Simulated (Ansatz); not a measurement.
PSe2. The state is a doublet with charge 0. Geometry PBE-D4/def2-TZVP.

```csv
atom,x (Å),y (Å),z (Å)
P1,-0.146,-0.971,0.800
Se2,-1.015,0.901,-0.095
Se3,1.162,0.070,-0.705
```

The 6-31G sets use Cartesian d functions. The structure comes from a short search, and lower isomers may exist.

**Question.** Estimate the α-spin orbital energies around the gap (eV) in Ansatz with HF/6-31G, HF/def2-TZVP, LDA (SPW92)/def2-TZVP, r2SCAN-D4/def2-TZVPD, PBE0-D4/def2-TZVP.

**Answer.** 
| orbital | HF/6-31G | HF/def2-TZVP | LDA (SPW92)/def2-TZVP | r2SCAN-D4/def2-TZVPD | PBE0-D4/def2-TZVP |
| --- | --- | --- | --- | --- | --- |
| HOMO−9 | -71.31 | -71.88 | -54.58 | -55.37 | -58.92 |
| HOMO−8 | -29.41 | -28.02 | -20.09 | -20.76 | -22.19 |
| HOMO−7 | -22.86 | -22.34 | -16.22 | -16.61 | -17.84 |
| HOMO−6 | -21.31 | -20.56 | -14.06 | -14.61 | -15.85 |
| HOMO−5 | -13.84 | -13.35 | -9.51 | -9.74 | -10.45 |
| HOMO−4 | -12.83 | -12.91 | -8.50 | -8.87 | -9.86 |
| HOMO−3 | -11.85 | -11.64 | -8.38 | -8.56 | -9.30 |
| HOMO−2 | -11.26 | -11.06 | -8.03 | -8.21 | -8.91 |
| HOMO−1 | -9.61 | -9.10 | -5.61 | -5.74 | -6.59 |
| HOMO | -9.52 | -9.07 | -4.98 | -5.37 | -6.19 |
| LUMO | 0.21 | 0.75 | -3.66 | -3.42 | -2.60 |
| LUMO+1 | 1.24 | 1.79 | -2.56 | -2.25 | -1.51 |
| LUMO+2 | 1.66 | 2.26 | -1.92 | -1.63 | -0.89 |
| LUMO+3 | 8.78 | 6.69 | 2.30 | 0.74 | 3.39 |
| LUMO+4 | 10.91 | 7.31 | 3.08 | 1.11 | 4.07 |
| LUMO+5 | 11.10 | 7.50 | 3.11 | 1.21 | 4.19 |
| β HOMO | -9.21 | -8.69 | -5.47 | -5.56 | -6.34 |
| β LUMO | 0.21 | 0.80 | -4.16 | -3.58 | -2.96 |
